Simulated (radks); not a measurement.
Problem. Tb, configuration [Xe] 4f9 5d1 6s1 (not the ground configuration). Method: non-relativistic Kohn-Sham, SCAN, spin-polarised, spherical densities, point nucleus; open shells are filled with parallel spins first (spin-orbit coupling, left out, can overturn this in heavy ions); meta-GGA in the generalised Kohn-Sham scheme; relativity is left out, which matters for an element this heavy; computed with a radial shooting solver on a logarithmic mesh with Libxc functionals. Some entries of the table are withheld. Estimate them.

orbital  occ.  eigenvalue (hartree)  <1/r> (bohr^-1)  <r> (bohr)
1s up       1             -1789.266            64.45     0.02334
1s down     1             -1789.265            64.45     0.02334
2s up       1             -286.3556            15.02     0.09920
2s down     1             -286.3494            15.02     0.09920
2p up       3             -272.4927            15.02     0.08415
2p down     3             -272.4887            15.02     0.08415
3s up       1             -63.45247            5.682      0.2554
3s down     1             -63.34925            5.690      0.2551
3p up       3             -57.21162            5.611      0.2455
3p down     3             -57.11542            5.618      0.2452
3d up       5             -45.63837            5.505      0.2179
3d down     5             -45.56404            5.511      0.2176
4s up       1             -12.43905            2.418      0.5762
4s down     1             -12.24503            2.415      0.5766
4p up       3              -9.96525            2.321      0.5900
4p down     3              -9.76779            2.317      0.5906
4d up       5              -5.57524            2.113      0.6248
4d down     5              -5.37138            2.108      0.6263
5s up       1              -1.49497           0.9240       1.419
5s down     1              -1.44692           0.8995       1.447
5p up       3              -0.85146           0.8001       1.629
5p down     3              -0.80747           0.7875       1.641
4f up       7                   (1)            1.574      0.8419
6s up       1              -0.12817           0.2823       4.443
4f down     2                   (2)            1.530      0.8927
5d up       1              -0.05202              (3)         (4)

Solution. 
(1) 4f up eigenvalue (hartree): -0.25189
(2) 4f down eigenvalue (hartree): -0.05657
(3) 5d up <1/r> (bohr^-1): 0.3998
(4) 5d up <r> (bohr): 3.453
